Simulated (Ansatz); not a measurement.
Basis-set extrapolation for CH3NO2Si (`N=C1O[SiH]1O`) (PBE0-D4/def2-TZVP geometry, frozen core, the Gaussian-basis code of Ansatz). Multiplicity 1, RHF reference.

```json
{"": "HF", "def2-TZVPP": "-532.860524", "def2-QZVPP": "-532.881211"}
{"": "MP2 correlation", "def2-TZVPP": "-0.940966", "def2-QZVPP": "-1.012616"}
{"": "CCSD(T) correlation", "def2-TZVPP": "-0.995544", "def2-QZVPP": "not run"}
```

Energies in hartree. Use E(X) = E(∞) + A·exp(−7.88·√X) for Hartree–Fock and E(X) = E(∞) + B·X^(−2.97) for correlation, with X = 3 and 4, and add CCSD(T) minus MP2 of the smaller set to the MP2 limit.

Q: What is the CCSD(T) energy at the basis-set limit?

A: HF limit: -532.881211 + (-0.020687) × 0.13774 = -532.88406. MP2 limit: -1.012616 + (-0.071650) × 0.74074 = -1.06569. Higher-order term: -0.995544 − (-0.940966) = -0.05458. Total: -534.00433 hartree, 4.03 eV below CCSD(T)/def2-TZVPP.
